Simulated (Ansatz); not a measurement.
`[CH3][SnH2][SeH]` and `[CH3][SnH2][CH3]` differ in one atom or group.

Ansatz, PBE0-D4/def2-TZVP geometries, multiplicity 1. Each molecule was computed in one conformer, which needn't be the lowest.

Elements past krypton have def2 core potentials. Scalar relativity is left out up to krypton.

```tsv
property	`[CH3][SnH2][SeH]`
LUMO energy (ωB97M-V/def2-TZVPP) / eV	1.17
LUMO energy (PBE0/def2-TZVPP) / eV	-0.46
zero-point energy (PBE0-D4/def2-TZVP) / kJ/mol	151.0
HOMO energy (B3LYP/def2-TZVPP) / eV	-6.54
HOMO energy (PBE/def2-TZVPP) / eV	-5.64
size of the dipole moment (ωB97M-V/def2-TZVPP) / D	1.98
```

(1) Give the same properties after the change, and the shifts. (An estimate is asked.)

Answers

(1) Computed: 
| property | `[CH3][SnH2][CH3]` | shift |
| --- | --- | --- |
| LUMO energy (ωB97M-V/def2-TZVPP) / eV | 1.70 | 0.53 |
| LUMO energy (PBE0/def2-TZVPP) / eV | 0.51 | 0.97 |
| zero-point energy (PBE0-D4/def2-TZVP) / kJ/mol | 224.3 | 73.3 |
| HOMO energy (B3LYP/def2-TZVPP) / eV | -7.81 | -1.27 |
| HOMO energy (PBE/def2-TZVPP) / eV | -6.86 | -1.22 |
| size of the dipole moment (ωB97M-V/def2-TZVPP) / D | 0.73 | -1.25 |

With PBE0 the HOMO falls by 1.26 eV and the LUMO rises by 0.97 eV, so the gap widens by about 2.23 eV. PBE moves the HOMO by -1.22 eV and ωB97M-V by -1.29 eV. The zero-point energy changes by 73.3 kJ/mol with +6 modes. Dipoles are sizes alone; their direction can turn.

B3LYP here is the variant with VWN-RPA as its local correlation; programs differ in this.

Spin–orbit coupling is left out; it splits and shifts lone-pair levels of the heavy atoms by tenths of an eV.
